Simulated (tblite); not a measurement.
Species: C₄H₁₃NOSi₂.
Atom-mapped SMILES: `[CH2:1]=[CH:2][CH2:3][Si@H:4]([NH:5][SiH3:6])[O:7][CH3:8]` (hydrogens: H9, H10 on C1; H11 on C2; H12, H13 on C3; H14 on Si4; H15 on N5; H16, H17, H18 on Si6; H19, H20, H21 on C8)

Computed with GFN2-xTB (tblite), gas phase: L-BFGS steps from a force-field or distance-geometry start until the largest atomic force falls under 0.01 eV/Å.

Step 14: E = -699.1047 eV
```
atom  x, y, z in Å  |  force x, y, z in eV/Å
C1      3.6612   -0.0160    0.6891    0.051  -0.076   0.021
C2      2.6611    0.6664    0.1670   -0.054   0.066   0.126
C3      1.5767    0.0819   -0.6559    0.036  -0.013  -0.016
Si4    -0.1234    0.2129    0.1766   -0.021   0.108  -0.074
N5     -1.1279   -1.0192   -0.5183    0.050  -0.029  -0.030
Si6    -2.1722   -2.1108    0.3126   -0.011   0.004  -0.034
O7     -0.7670    1.6770   -0.1359    0.006   0.067  -0.112
C8     -2.1072    1.9946    0.1141   -0.038   0.009   0.091
H9      3.7623   -1.0722    0.5078    0.032  -0.080   0.030
H10     4.4170    0.4367    1.3070    0.008   0.031  -0.016
H11     2.5691    1.7232    0.3591    0.006   0.149  -0.011
H12     1.5860    0.5649   -1.6323   -0.144   0.048  -0.028
H13     1.7726   -0.9784   -0.8085    0.056  -0.026  -0.056
H14    -0.1002    0.0090    1.6239    0.075  -0.074   0.024
H15    -0.8835   -1.2881   -1.4589   -0.031  -0.001   0.021
H16    -2.7540   -1.3274    1.4022   -0.033  -0.093   0.017
H17    -1.3981   -3.2598    0.8044   -0.126  -0.015   0.041
H18    -3.1821   -2.5189   -0.6680    0.004  -0.038   0.034
H19    -2.3510    2.9509   -0.3489    0.127  -0.029  -0.093
H20    -2.7685    1.2164   -0.2688    0.007  -0.041  -0.097
H21    -2.2798    2.0737    1.1860    0.000   0.031   0.162
```

Step 15: E = -699.1107 eV
```
atom  x, y, z in Å  |  force x, y, z in eV/Å
C1      3.6643   -0.0164    0.6908    0.073  -0.079   0.046
C2      2.6629    0.6625    0.1666   -0.054   0.105   0.116
C3      1.5766    0.0818   -0.6579    0.080   0.007  -0.011
Si4    -0.1225    0.2082    0.1781   -0.015   0.155  -0.101
N5     -1.1230   -1.0272   -0.5137    0.040  -0.011  -0.002
Si6    -2.1713   -2.1140    0.3148   -0.028   0.002  -0.025
O7     -0.7704    1.6710   -0.1387   -0.065   0.066  -0.049
C8     -2.1113    1.9971    0.1170    0.009  -0.024   0.034
H9      3.7724   -1.0742    0.5162    0.013  -0.040   0.031
H10     4.4167    0.4448    1.3092   -0.017  -0.001  -0.047
H11     2.5755    1.7218    0.3545   -0.006   0.109  -0.009
H12     1.5839    0.5745   -1.6290   -0.148   0.058  -0.041
H13     1.7772   -0.9751   -0.8238    0.039  -0.046  -0.037
H14    -0.0942    0.0069    1.6239    0.069  -0.079   0.052
H15    -0.8945   -1.2835   -1.4603   -0.008  -0.016  -0.024
H16    -2.7571   -1.3314    1.4001   -0.044  -0.068   0.050
H17    -1.4139   -3.2689    0.8103   -0.083  -0.041   0.055
H18    -3.1751   -2.5167   -0.6692   -0.047  -0.058  -0.010
H19    -2.3457    2.9540   -0.3540    0.122  -0.069  -0.034
H20    -2.7762    1.2213   -0.2725    0.048   0.018  -0.022
H21    -2.2833    2.0804    1.1920    0.022   0.011   0.029
```

**Question.** Estimate the geometry and energy of step 16. (The exact step hangs on the optimiser's Hessian estimate; all steps are aligned on step 15, rigid shifts and turns removed.)

**Answer.** E = -699.1157 eV, largest force 0.156 eV/Å
```
atom  x, y, z in Å  |  force x, y, z in eV/Å
C1      3.6673   -0.0177    0.6925    0.048  -0.042   0.049
C2      2.6639    0.6607    0.1689   -0.031   0.097   0.066
C3      1.5780    0.0819   -0.6597    0.082   0.031  -0.003
Si4    -0.1220    0.2068    0.1776    0.007   0.136  -0.076
N5     -1.1182   -1.0338   -0.5103    0.032   0.006   0.023
Si6    -2.1710   -2.1163    0.3161   -0.035  -0.002  -0.013
O7     -0.7741    1.6678   -0.1422   -0.087   0.047   0.010
C8     -2.1146    1.9989    0.1201    0.047  -0.039  -0.022
H9      3.7808   -1.0769    0.5236   -0.008   0.008   0.030
H10     4.4164    0.4515    1.3102   -0.022  -0.029  -0.056
H11     2.5806    1.7232    0.3506   -0.010   0.044  -0.001
H12     1.5789    0.5834   -1.6269   -0.123   0.052  -0.026
H13     1.7820   -0.9732   -0.8369    0.022  -0.023  -0.016
H14    -0.0878    0.0036    1.6244    0.058  -0.067   0.023
H15    -0.9035   -1.2800   -1.4620    0.007  -0.024  -0.049
H16    -2.7606   -1.3363    1.3994   -0.050  -0.047   0.067
H17    -1.4287   -3.2771    0.8162   -0.051  -0.053   0.060
H18    -3.1702   -2.5161   -0.6702   -0.082  -0.068  -0.042
H19    -2.3390    2.9551   -0.3589    0.091  -0.076   0.016
H20    -2.7814    1.2254   -0.2760    0.068   0.056   0.046
H21    -2.2855    2.0861    1.1977    0.036  -0.008  -0.084
```

The energy changes by -0.0050 eV. The first-order estimate −F·Δx gives -0.0070 eV and the mean of the old and new forces, exact on a quadratic surface, -0.0050 eV. The step makes an angle of 66° with the force vector and moves no atom by more than 0.018 Å.

What follows is the cost of the whole relaxation. The run took 3.6 s of wall time on AMD EPYC 7R43, one thread, shared host with 256 logical CPUs at a one-minute load of 123.
